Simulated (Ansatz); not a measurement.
CH₇AlSi₂ (`[SiH3][CH]1[AlH][SiH2]1`), relaxed with RKS PBE-D4/def2-SVP in the Gaussian-basis code of Ansatz from a rough embedded geometry. The force threshold is 0.03 eV/Å; the program also tests the step.

Charge 0, multiplicity 1.

Start:

```xyz
11

Si   -0.477   -1.382   -0.497
C    -0.515    0.087    0.556
Al    1.249    0.534    1.229
Si   -0.125    1.673   -0.318
H    -1.748   -1.439   -1.342
H    -0.466   -2.643    0.321
H     0.656   -1.400   -1.398
H    -1.394    0.201    1.292
H     2.736   -0.045    1.619
H    -0.537    2.907    0.201
H     0.620    1.510   -1.665
```

| step | energy (eV) | largest force (eV/Å) | largest move (Å) |
| --- | --- | --- | --- |
| 1 | -23479.3801 | 2.157 | 0.000 |
| 2 | -23480.1098 | 1.168 | 0.195 |
| 3 | -23480.2290 | 1.479 | 0.200 |
| 4 | -23480.2867 | 0.842 | 0.200 |
| 5 | -23480.3270 | 0.173 | 0.071 |
| 6 | -23480.3361 | 0.208 | 0.077 |
| 7 | -23480.3488 | 0.146 | 0.127 |
| 8 | -23480.3548 | 0.132 | 0.042 |
| 9 | -23480.3713 | 0.305 | 0.195 |
| 10 | -23480.3936 | 0.415 | 0.177 |
| 11 | -23480.4471 | 0.370 | 0.176 |
| 12 | -23480.5236 | 0.394 | 0.193 |
| 13 (rejected) | -23480.5218 | 0.588 | 0.191 |
| 14 | -23480.5759 | 0.115 | 0.095 |
| 15 | -23480.5853 | 0.108 | 0.089 |
| 16 (rejected) | -23480.5766 | 0.210 | 0.068 |
| 17 | -23480.5888 | 0.048 | 0.033 |
| 18 | -23480.5891 | 0.018 | 0.013 |

End:

```xyz
11

Si   -0.499   -1.367   -0.331
C    -0.654    0.215    0.581
Al    1.405    0.151    0.606
Si   -0.013    1.728   -0.400
H    -0.988   -1.558   -1.743
H    -0.695   -2.623    0.468
H     1.085   -1.280   -0.618
H    -1.450    0.294    1.343
H     2.522   -0.458    1.562
H    -0.259    3.000    0.365
H    -0.454    1.898   -1.833
```

It took 39 s on 2 threads of an Arm Neoverse V1 on a shared host, with 0.14 GiB of host memory at the peak.
